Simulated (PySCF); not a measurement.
TaCl5, SMILES [Cl][Ta]([Cl])([Cl])([Cl])[Cl], multiplicity 1. The structure is a stationary point at PBE0-D3(BJ)/def2-SVP. The multiplicity is an assumed one; other spin states were not compared. The isomer is the one that the SMILES or the coordinates give; other isomers of the formula were not compared. The def2 effective core potentials stand for the cores of Ta; spin–orbit coupling is left out.

Computed equilibrium geometry at PBE0-D3(BJ)/def2-SVP (PySCF confirms it by a frequency run) as Cartesian coordinates in Å, and its point group:
point group D3h.
```xyz
6

Ta     0.0000     0.0000     0.0000
Cl     0.0000     0.0000     2.3267
Cl     0.0000     0.0000    -2.3267
Cl    -2.2841     0.0000     0.0000
Cl     1.1421     1.9781     0.0000
Cl     1.1421    -1.9781     0.0000
```
